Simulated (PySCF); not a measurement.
Gas-phase reaction: 2 GaHCl2 → GaCl3 + HCl + GaH

Computed with PySCF and rigid-rotor harmonic-oscillator thermochemistry at 1 bar. † marks an energy on the PBE0/def2-TZVP geometry and frequencies; other levels use their own. MP2 and CCSD(T) freeze the core. 6-31G* has spherical d functions here. All species are closed-shell singlets. Ga: all electrons, no relativistic terms. GaHCl2, GaH: computed as isolated molecules; such fragments, hydroxides, amides, oligomers or adducts are transient or little studied in the gas. MP2 isn't extrapolated to the basis-set limit; its ΔH°(298 K) is 228.2 kJ in def2-SVP and 230.2 kJ in def2-TZVPP. CCSD(T) isn't extrapolated to the basis-set limit; its ΔH°(298 K) is 206.6 kJ in def2-SVP and 211.8 kJ in def2-TZVPP. The harmonic model lacks anharmonicity and excited electronic states, which grow with temperature; levels with a mode under 35 cm⁻¹ are left out.

| level | ΔE electronic, kJ | ΔH°(298 K), kJ | ΔS°(298 K), J/K | ΔG°(2000 K), kJ |
|---|---|---|---|---|
| BLYP/def2-TZVP† | 185 | 179 | 112 | -39 |
| CCSD(T)/def2-SVP† | 212 | 207 | 112 | -12 |
| HF/6-31G* | 220 | 215 | 112 | -5 |
| HF/def2-TZVP† | 211 | 206 | 112 | -13 |
| MP2/def2-TZVPP† | 235 | 230 | 112 | 12 |
| PBE0/def2-QZVP† | 219 | 214 | 112 | -5 |
| r2SCAN/def2-TZVP† | 237 | 232 | 112 | 14 |
| LDA/def2-TZVP† | 245 | 240 | 112 | 21 |
| ωB97X-V/def2-TZVP† | 229 | 224 | 112 | 5 |
ΔH° is lowest at BLYP/def2-TZVP† and highest at LDA/def2-TZVP†. No reference value is set beside these.
